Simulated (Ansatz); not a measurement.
Coupled-cluster diagnostics for the cluster Rb2F3, Ansatz.

Geometry of the doublet (PBE0-D4/def2-SVP):

Cartesian coordinates in Å:
```
Rb 2.507 -0.881 -0.879
Rb -0.928 0.326 0.327
F 1.001 -1.037 1.123
F -3.136 1.107 1.099
F 0.555 0.486 -1.669
```

In the def2 sets Rb takes a core potential; there is no spin–orbit coupling. Correlated methods freeze 3 core orbitals; core or outer-core shells of Rb are correlated, in sets that lack core-valence functions. Another isomer (doublet) lies 0.93 eV lower at PBE0-D4/def2-TZVP; other spin states weren't run for this one.

Task: Estimate the CCSD(T) correlation energy, the shares of MP2 and (T), T1 and the reference's ⟨S²⟩ for: charge 0, doublet, own geometry in def2-SVP; and the rough time on 4 threads of Arm Neoverse V2 on a shared host.

Result: 
```
                          state     basis  correlation (eV)  MP2 share (%)  (T) share (%)     T1  ⟨S²⟩ (pure)  wall time
charge 0, doublet, own geometry  def2-SVP           -18.522           95.1            1.2  0.018  0.75 (0.75)       25 s
```
Customary marks for T1 are 0.02 (closed shells), 0.045 (open shells) and about 0.05 (3d metals). T1 stays under 0.02 throughout.
